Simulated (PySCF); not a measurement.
# Mayer bond orders and bond lengths

Species: C₂H₁₅NSSi₄.
Atom-mapped SMILES: `[CH3:1][CH2:2][Si@@H:3]([S:4][SiH3:5])[N:6]([SiH3:7])[SiH3:8]` (hydrogens: H9, H10, H11 on C1; H12, H13 on C2; H14 on Si3; H15, H16, H17 on Si5; H18, H19, H20 on Si7; H21, H22, H23 on Si8)

Geometry (GFN2-xTB, Å), atoms numbered from 1 in this order:
```xyz
23
C2H15NSSi4 angstrom
C     -1.460   -2.332    0.617
C     -1.763   -0.992   -0.040
Si    -0.300   -0.334   -1.048
S     -0.813    1.528   -2.014
Si    -1.076    2.915   -0.407
N      1.153   -0.154   -0.112
Si     2.662   -0.141   -1.001
Si     1.171    0.164    1.605
H     -2.322   -2.696    1.175
H     -1.201   -3.073   -0.135
H     -0.621   -2.234    1.302
H     -2.066   -0.276    0.725
H     -2.616   -1.103   -0.711
H     -0.019   -1.202   -2.188
H     -2.213    2.499    0.411
H     -1.351    4.165   -1.097
H      0.139    2.976    0.398
H      3.727   -0.219   -0.005
H      2.672   -1.312   -1.876
H      2.756    1.094   -1.777
H      1.646   -1.045    2.284
H     -0.181    0.510    2.039
H      2.070    1.289    1.865
```

Bond orders from the PBE0/pcSseg-1 density (PySCF). Isolated species at its GFN2-xTB geometry (one conformer only).

Question: How far do the computed orders between heavy atoms stray from the drawn ones?

Answer: The largest departure is 0.142, at N6–Si8 (drawn single, 0.858). Drawn single, order below 0.88: N6–Si7 (0.876) and N6–Si8 (0.858).

Question: Give the Mayer order of every bond, beside its length.

Answer: 
```json
{"bond": "C1–C2", "drawn as": "single", "length (Å)": "1.522", "Mayer order": "1.045"}
{"bond": "C2–Si3", "drawn as": "single", "length (Å)": "1.895", "Mayer order": "0.935"}
{"bond": "Si3–S4", "drawn as": "single", "length (Å)": "2.160", "Mayer order": "0.991"}
{"bond": "S4–Si5", "drawn as": "single", "length (Å)": "2.139", "Mayer order": "0.949"}
{"bond": "Si3–N6", "drawn as": "single", "length (Å)": "1.737", "Mayer order": "0.891"}
{"bond": "N6–Si7", "drawn as": "single", "length (Å)": "1.751", "Mayer order": "0.876"}
{"bond": "N6–Si8", "drawn as": "single", "length (Å)": "1.747", "Mayer order": "0.858"}
{"bond": "C1–H9", "drawn as": "single", "length (Å)": "1.089", "Mayer order": "0.964"}
{"bond": "C1–H10", "drawn as": "single", "length (Å)": "1.088", "Mayer order": "0.963"}
{"bond": "C1–H11", "drawn as": "single", "length (Å)": "1.088", "Mayer order": "0.959"}
{"bond": "C2–H12", "drawn as": "single", "length (Å)": "1.091", "Mayer order": "0.929"}
{"bond": "C2–H13", "drawn as": "single", "length (Å)": "1.091", "Mayer order": "0.942"}
{"bond": "Si3–H14", "drawn as": "single", "length (Å)": "1.461", "Mayer order": "0.951"}
{"bond": "Si5–H15", "drawn as": "single", "length (Å)": "1.461", "Mayer order": "0.920"}
{"bond": "Si5–H16", "drawn as": "single", "length (Å)": "1.454", "Mayer order": "0.951"}
{"bond": "Si5–H17", "drawn as": "single", "length (Å)": "1.458", "Mayer order": "0.910"}
{"bond": "Si7–H18", "drawn as": "single", "length (Å)": "1.460", "Mayer order": "0.934"}
{"bond": "Si7–H19", "drawn as": "single", "length (Å)": "1.462", "Mayer order": "0.940"}
{"bond": "Si7–H20", "drawn as": "single", "length (Å)": "1.462", "Mayer order": "0.936"}
{"bond": "Si8–H21", "drawn as": "single", "length (Å)": "1.466", "Mayer order": "0.942"}
{"bond": "Si8–H22", "drawn as": "single", "length (Å)": "1.462", "Mayer order": "0.932"}
{"bond": "Si8–H23", "drawn as": "single", "length (Å)": "1.463", "Mayer order": "0.946"}
```

Bonds between the same two heavy elements. S–Si: lowest S4–Si5 (0.949, 2.139 Å), highest Si3–S4 (0.991, 2.160 Å); in 1 of the 1 pairs the longer bond (by over 0.003 Å) has the higher order (by 0.02 or more). N–Si: lowest N6–Si8 (0.858, 1.747 Å), highest Si3–N6 (0.891, 1.737 Å).

Question: Sum the orders of all bonds at each heavy atom with more than one neighbour and set the sums beside the valence in the SMILES.

Answer: C1 3.931 (drawn 4), C2 3.851 (drawn 4), Si3 3.768 (drawn 4), S4 1.940 (drawn 2), Si5 3.730 (drawn 4), N6 2.625 (drawn 3), Si7 3.686 (drawn 4), Si8 3.678 (drawn 4). Orders between atoms that aren't bonded are not in these sums.

The Mayer order sums products of elements of PS (density times overlap matrix) between the two atoms' basis functions, so it depends on the basis set.

The run behind these numbers computed NMR shieldings as well. Hardware: one thread of an Intel Xeon at 2.50 GHz, no GPU, shared host. Cost: 4.0 min wall, 3.4 min CPU, 1.1 GiB resident at most.
